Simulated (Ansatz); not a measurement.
Relaxation of Pd₂Au⁺ with UKS PBE-D4/def2-TZVP.

```sh
$ ansatz run in.yaml --threads 4 --pin off --events-out ev --progress --plain --max-ram 3916MiB
```

```yaml
crystal:
  periodic: [false, false, false]
  atoms:
    - {symbol: Pd, position_ang: [1.403817, 0.249729, 0.149166]}
    - {symbol: Pd, position_ang: [-0.401349, -1.360088, -0.210720]}
    - {symbol: Au, position_ang: [-1.002468, 1.110359, 0.061554]}
basis:
  gaussian: {orbitals: def2-TZVP}
total_charge: 1
magnetization: {spin_polarized: true, initial_magnetization: 2}
hamiltonian: {xc: pbe, dispersion: d4}
scf: {lower_state_search: "off"}
output: {orbitals: {seedname: orbitals}}
relax: {f_tol: 0.02, max_steps: 100}
```

Hardware: 4 threads of Arm Neoverse V1 on a shared host. Wall time 5.5 s.

Positions (Å) and forces (eV/Å) at steps 1, 2, 3 of 3:

```xyz
3
step=1 energy=-10650.1323 eV
Pd    1.404    0.250    0.149    0.487    0.167    0.062
Pd   -0.401   -1.360   -0.211   -0.219   -0.463   -0.079
Au   -1.002    1.110    0.062   -0.268    0.297    0.016
3
step=2 energy=-10650.1440 eV
Pd    1.432    0.255    0.152   -0.150    0.032   -0.008
Pd   -0.410   -1.387   -0.215   -0.016    0.152    0.019
Au   -1.022    1.132    0.063    0.166   -0.184   -0.010
3
step=3 energy=-10650.1471 eV
Pd    1.425    0.259    0.152    0.010    0.007    0.002
Pd   -0.413   -1.380   -0.214   -0.008   -0.009   -0.002
Au   -1.012    1.121    0.062   -0.001    0.001    0.000
```

In the def2 sets Au, Pd take a core potential; there is no spin–orbit coupling. The relaxation made no stability test and no search for a lower SCF solution. The structure comes from a short search, and lower isomers may exist.
